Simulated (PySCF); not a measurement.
Screening by computed properties: pick the candidate that meets the target.

Each SMILES stands for a single optimised conformer of the isolated species, non-relativistic unless stated. Electronic properties by PySCF.

The conformers computed, where there is a choice (atom-mapped SMILES and torsion angles):
- `[CH3:1][S:2][C@@H:3]([CH2:4][SiH2:5][F:6])[SiH2:7][F:8]`: C1–S2–C3–C4 125°, S2–C3–C4–Si5 -59°, C3–C4–Si5–F6 -43°, S2–C3–Si7–F8 179°
- `[CH3:1][NH:2][C@H:3]1[CH2:4][CH2:5][Si:6]1([PH2:7])[PH2:8]`: C1–N2–C3–C4 178°, H–P7–Si6–C5 -175°, H–P7–Si6–C5 92°, H–P8–Si6–C5 120°, H–P8–Si6–C5 27°
- `[CH2:1]=[N:2][Si@:3]([Cl:4])([C:5]#[C:6][CH3:7])[CH2:8][C:9]#[N:10]`: C1–N2–Si3–Cl4 115°, N2–Si3–C8–C9 179°
- `[F:1][SiH2:2][NH:3][C@@H:4]1[CH2:5][CH2:6][C@@H:7]1[CH:8]([F:9])[F:10]`: F1–Si2–N3–C4 173°, Si2–N3–C4–C5 -162°, C6–C7–C8–F9 -173°
- `[CH2:1]=[N:2][SiH2:3][C@@H:4]([CH3:5])[CH2:6][C:7]([F:8])([F:9])[F:10]`: C1–N2–Si3–C4 -125°, N2–Si3–C4–C5 -77°, Si3–C4–C6–C7 63°, C4–C6–C7–F8 -71°

(1) Wanted: HOMO energy between -7.3 eV and -6.5 eV (PBE0/pcSseg-1) and dipole moment above 1.4 D (PBE0/pcSseg-1), at GFN2-xTB geometries. Which candidate meets both?
A. `C=N[Si@](Cl)(C#CC)CC#N`
B. `CS[C@@H](C[SiH2]F)[SiH2]F`
C. `CN[C@H]1CC[Si]1(P)P`
D. `C=N[SiH2][C@@H](C)CC(F)(F)F`
E. `F[SiH2]N[C@@H]1CC[C@@H]1C(F)F`

## Answers

(1) E. Computed values:
```csv
species,HOMO energy,dipole moment
C=N[Si@](Cl)(C#CC)CC#N,-7.54 eV,5.93 D
C=N[SiH2][C@@H](C)CC(F)(F)F,-7.09 eV,1.28 D
F[SiH2]N[C@@H]1CC[C@@H]1C(F)F,-6.92 eV,3.95 D
CS[C@@H](C[SiH2]F)[SiH2]F,-6.70 eV,1.07 D
CN[C@H]1CC[Si]1(P)P,-6.30 eV,1.49 D
```
